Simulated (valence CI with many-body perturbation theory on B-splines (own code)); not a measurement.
**Mo XXVII: E2, M1, M2 decay**

Level of theory: valence CI with perturbative core correlation (CI+MBPT): six valence electrons over a frozen Dirac-Fock core [Ne], radial functions for each j: 9 s, 9 p, 8 d, 6 f, 3 g, 1 h, with the one-electron correlation potential Σ1, the two-electron term Σ2, the three-electron term Σ3, Breit, model QED; selected CI, second order for the rest, scaled by the run's own slope (own B-spline code, finite nucleus).

No measured spectrum was set against this ion. As an estimate, large intervals hold to a few tenths of a per cent, small ones and those within an open d or f shell to about a per cent. Among the levels kept, up to 1600 cm⁻¹ of a level comes from second order outside the variational space, and about a tenth of that is noise between levels of different J, which matters for small intervals.

Lines 1 to 22 of 22 in falling wavelength, among levels below 164.73 eV, chosen from the decays that carry over 1 % of a level's rate. Wavelengths and rates use the calculated energies. Electric multipoles are in the length gauge, E1 and E2 with the static RPA response of the core. Weak lines are less certain than strong ones. Lines between different terms over intervals too small for the method are left out, as are lines whose strength nearly cancels. Branching is blank where the lifetime is uncertain.

Names give the largest LS component (configuration and term), which can be under half, so a name can repeat, a term be missing and a line seem to break the LS rules; names also repeat where a configuration has a term twice. Letters in brackets count levels of one name in rising energy.

| λ vac (nm) | Upper | Lower | Type | A (s⁻¹) | Branch % |
| --- | --- | --- | --- | --- | --- |
| 296.1 | 3s²3p³3d ⁵D°_4 | 3s²3p³3d ⁵D°_3 | M1 | 6.36e+02 | 48.2 |
| 241.7 | 3s²3p³3d ¹G°_4 | 3s²3p³3d ³G°_4 | M1 | 1.23e+02 |  |
| 204.8 | 3s²3p³3d ³F°_4 | 3s²3p³3d ³F°_3 [a] | M1 | 6.10e+02 | 1.7 |
| 185.3 | 3s²3p³3d ¹G°_4 | 3s²3p³3d ³D°_3 [a] | M1 | 4.93e+02 |  |
| 181.7 | 3s²3p³3d ³G°_5 | 3s²3p³3d ³G°_4 | M1 | 2.16e+03 |  |
| 149.5 | 3s²3p⁴ ³P_0 | 3s²3p⁴ ³P_2 | E2 | 2.36e+00 | 100.0 |
| 140.7 | 3s²3p³3d ¹G°_4 | 3s²3p³3d ³F°_3 [a] | M1 | 1.38e+03 |  |
| 131.8 | 3s²3p³3d ³G°_4 | 3s²3p³3d ³G°_3 | M1 | 5.93e+03 | 11.5 |
| 105.3 | 3s²3p³3d ³F°_4 | 3s²3p³3d ³G°_3 | M1 | 1.68e+03 | 4.6 |
| 92.13 | 3s²3p⁴ ³P_1 | 3s²3p⁴ ³P_0 | M1 | 1.20e+04 | 11.2 |
| 85.30 | 3s²3p³3d ¹G°_4 | 3s²3p³3d ³G°_3 | M1 | 3.42e+03 |  |
| 62.37 | 3s²3p³3d ³G°_4 | 3s²3p³3d ⁵D°_4 | M1 | 4.50e+04 | 87.1 |
| 57.00 | 3s²3p⁴ ³P_1 | 3s²3p⁴ ³P_2 | M1 | 9.50e+04 | 88.7 |
| 55.73 | 3s²3p³3d ³F°_4 | 3s²3p³3d ⁵D°_4 | M1 | 1.64e+04 | 45.0 |
| 49.58 | 3s²3p³3d ¹G°_4 | 3s²3p³3d ⁵D°_4 | M1 | 5.21e+03 |  |
| 46.90 | 3s²3p³3d ³F°_4 | 3s²3p³3d ⁵D°_3 | M1 | 1.75e+04 | 48.2 |
| 46.43 | 3s²3p³3d ³G°_5 | 3s²3p³3d ⁵D°_4 | M1 | 1.48e+04 |  |
| 45.84 | 3s²3p⁴ ¹D_2 | 3s²3p⁴ ³P_2 | M1 | 7.15e+04 | 99.3 |
| 42.47 | 3s²3p³3d ¹G°_4 | 3s²3p³3d ⁵D°_3 | M1 | 3.58e+02 |  |
| 39.75 | 3s²3p⁴ ¹S_0 | 3s²3p⁴ ³P_1 | M1 | 4.10e+05 | 99.7 |
| 10.95 | 3s²3p³3d ¹G°_4 | 3s²3p⁴ ¹D_2 | M2 | 6.80e+02 |  |
| 10.75 | 3s²3p³3d ⁵D°_4 | 3s²3p⁴ ³P_2 | M2 | 6.79e+02 | 51.5 |
